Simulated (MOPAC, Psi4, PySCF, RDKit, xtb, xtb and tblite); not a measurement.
Two geometries of H4O4Si, SMILES O[Si](O)(O)O, relaxed at GFN2-xTB with one dihedral held; other torsions can differ between them too.

Structure A

```
9

O      0.0904     0.6124    -1.5120
Si    -0.0294     0.0066    -0.0084
O     -0.0100     1.2791     1.0027
O      1.1991    -0.9587     0.4304
O     -1.3690    -0.9137     0.0543
H      0.4366     1.4934    -1.6163
H      0.1310     1.1140     1.9300
H      1.2646    -1.8200     0.0296
H     -2.1727    -0.5849    -0.3368
```

Structure B

```
9

O      0.1399     0.5871    -1.5133
Si    -0.0340     0.0025    -0.0062
O      0.4439     1.1820     1.0054
O      0.8924    -1.2939     0.2868
O     -1.5705    -0.4949     0.2087
H      0.4719     1.4731    -1.6195
H      0.6274     0.9482     1.9101
H      0.6897    -2.1064    -0.1664
H     -2.2883     0.0715    -0.0572
```

**Question.** Which is lower in energy at the level DF-MP2 (frozen core)/cc-pVTZ // GFN2-xTB run with Psi4, and by how much?

**Answer.** A is lower, by 2.91 kJ/mol (dihedral H6–O1–Si2–O3: 20° in A, 0° in B).

E(B) − E(A) in kJ/mol at the other levels, on the same two geometries: GFN2-xTB (xtb and tblite) 1.97; MMFF94 // GFN2-xTB (RDKit) -0.31; B3LYP/def2-TZVP // GFN2-xTB (Psi4) 2.80; B3LYP-D3(BJ)/def2-TZVP // GFN2-xTB (Psi4) 2.80; PBE/def2-TZVP // GFN2-xTB (Psi4) 2.92; PBE-D3(BJ)/def2-TZVP // GFN2-xTB (Psi4) 2.92; HF/cc-pVTZ // GFN2-xTB (Psi4) 2.70; UFF // GFN2-xTB (RDKit) -2.02; AM1, restricted, heats of formation // GFN2-xTB (MOPAC) 0.82; PM6, restricted, heats of formation // GFN2-xTB (MOPAC) 2.00; GFN1-xTB // GFN2-xTB (xtb) 1.76; restricted B3LYP/6-31G*, spherical d // GFN2-xTB (PySCF) 3.41; restricted LDA (SVWN5)/6-31G*, spherical d // GFN2-xTB (PySCF) 3.55; restricted B3LYP/LANL2DZ, with its core potentials past Ne // GFN2-xTB (PySCF) 3.29; restricted Hartree-Fock/LANL2DZ, with its core potentials past Ne // GFN2-xTB (PySCF) 2.96.

MMFF94 has few fitted parameters for silicon.
